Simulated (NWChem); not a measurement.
System meant: SbI₂, doublet; SMILES [I][Sb][I]

NWChem input:

```
start job
memory heap 200 mb stack 900 mb global 1100 mb
geometry units angstroms noautoz
  Sb     0.000000     0.000000     1.166461
  I     -2.134143     0.000000    -0.560292
  I      2.134143     0.000000    -0.560292
end
basis spherical
  Sb library def2-svp
  I library def2-svp
end
dft
  odft
  mult 2
  xc xpbe96 cpbe96
  iterations 150
  mulliken
end
task dft energy
```

End of the output:

```
             Grid Information
             ----------------
          Grid used for XC integration:  medium
          Radial quadrature: Mura-Knowles
          Angular quadrature: Lebedev.
          Tag              B.-S. Rad. Rad. Pts. Rad. Cut. Ang. Pts.
          ---              ---------- --------- --------- ---------
          Sb                  1.45      123          10.0       590
          I                   1.40      123          12.0       590
          Grid pruning is: on
          Number of quadrature shells:   246
          Spatial weights used:  Erf1

          Convergence Information
          -----------------------
          Convergence aids based upon iterative change in
          total energy or number of iterations.
          Levelshifting, if invoked, occurs when the
          HOMO/LUMO gap drops below (HL_TOL):  1.00D-02
          DIIS, if invoked, will attempt to extrapolate
          using up to (NFOCK): 10 stored Fock matrices.

                    Damping( 0%)  Levelshifting(0.5)       DIIS
                  --------------- ------------------- ---------------
          dE  on:    start            ASAP                start
          dE off:    2 iters        150 iters           150 iters

      Screening Tolerance Information
      -------------------------------
          Density screening/tol_rho:  1.00D-10
          AO Gaussian exp screening on grid/accAOfunc:  14
          CD Gaussian exp screening on grid/accCDfunc:  20
          XC Gaussian exp screening on grid/accXCfunc:  20
          Schwarz screening/accCoul:  1.00D-08

      Superposition of Atomic Density Guess
      -------------------------------------

      charge =      51.0 Sb (Antinomy)

      symmetry species            s     p     d     f
      number of basis functions =10     7     6
      number of cont. functions = 4     4     2
      number of closed shells   = 5     3     2
      number of open shells     = 0     1     0
      open shell occupation     = 0     3     0
 ------------------------------------------------------------------------
 atomscf:atomd: error in atom scf                   0
 ------------------------------------------------------------------------
 ------------------------------------------------------------------------
  current input line :
    19: task dft energy
 ------------------------------------------------------------------------
 ------------------------------------------------------------------------
 This error has not yet been assigned to a category
 ------------------------------------------------------------------------
 For more information see the NWChem manual at https://nwchemgit.github.io

0:atomscf:atomd: error in atom scf:Received an Error in Communication
```

**Question.** Find the fault in this run and fix the input.

**Answer.** The run crashed. Cause: the def2 basis of a heavy element holds valence functions alone and wants its effective core potential (without it all electrons must fit into that basis). This input runs:
```
start job
memory heap 200 mb stack 900 mb global 1100 mb
geometry units angstroms noautoz
  Sb     0.000000     0.000000     1.166461
  I     -2.134143     0.000000    -0.560292
  I      2.134143     0.000000    -0.560292
end
basis spherical
  * library def2-svp
end
ecp
  Sb library def2-ecp
  I library def2-ecp
end
dft
  odft
  mult 2
  xc xpbe96 cpbe96
  iterations 150
  mulliken
end
task dft energy
```
It converges to -835.69780 Ha (PBE/def2-SVP with def2 effective core potentials on Sb, I, spin-unrestricted).
